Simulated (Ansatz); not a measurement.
Job for Ansatz (an electronic-structure program): R-SVWN5/def2-TZVPP on CaTe, 2S+1 = 1, a spin state set in the input, which need not be the lowest, a point of a bond scan (R = 2.660 Å). Elements past Kr take the def2 small-core potentials; no spin–orbit coupling.

Ansatz 0.2 input:
```yaml
crystal:
  periodic: [false, false, false]
  atoms:
    - {symbol: Ca, position_ang: [0.00000000, 0.00000000, 0.00000000]}
    - {symbol: Te, position_ang: [0.00000000, 0.00000000, 2.66030800]}
basis:
  gaussian:
    orbitals: def2-TZVPP
    pivot_positions_ang: [[0.00000000, 0.00000000, 0.00000000], [0.00000000, 0.00000000, 2.66030800]]
hamiltonian:
  xc: {name: SVWN5}
output: {forces: true, orbitals: {seedname: ./end}}
```

### Question
Predict the final total energy.

### Answer
-943.4316 hartree.
